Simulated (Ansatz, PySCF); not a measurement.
Reaction (SMILES): FCC(F)(F)F [1,1,1,2-tetrafluoroethane] -> [CH2]F + F[C](F)F (the C-C bond at the site shown breaks; other sites are not compared here)
Structures are relaxed separately at B3LYP-D3(BJ)/def2-TZVP in Ansatz (a program for electronic structure), one conformer each, not searched for the lowest. Frequencies are from Ansatz or PySCF.
Geometry of the first species:
```xyz
8

F     -1.6811    -0.9996     0.1245
C     -1.1517     0.2566    -0.0625
C      0.3646     0.1829    -0.0217
F      0.8538    -0.6115    -0.9848
F      0.8125    -0.2755     1.1561
F      0.8677     1.4206    -0.2063
H     -1.4937     0.9174     0.7350
H     -1.4596     0.6393    -1.0362
```
Charge 0, spin multiplicity 1.

Property: bond dissociation energy (0 K, with B3LYP-D3(BJ) harmonic zero-point energies), in kcal/mol. Cores are frozen in the correlated levels unless marked. UHF or UKS for open shells. Spin-orbit coupling is left out. Non-relativistic. CBS marks a two-point X^-3 extrapolation of the correlation energy; Hartree-Fock from the larger set. The bracket is a focal-point correction in the basis named.

RI-MP2/CBS(cc-pVTZ,cc-pVQZ)+[CCSD(T)-MP2]/cc-pVTZ (Ansatz) gives 98.1 kcal/mol.

Another calculation gave 97.1 kcal/mol. Which level was it?
A. wB97M-V/def2-TZVPD (Ansatz)
B. r2SCAN0/def2-TZVPD (Ansatz)
C. BLYP/def2-TZVPD (Ansatz)
D. PBE0/def2-TZVPD (Ansatz)

A, wB97M-V/def2-TZVPD (Ansatz). The others give 87.4 (r2SCAN0), 83.4 (BLYP), 90.4 (PBE0) kcal/mol.
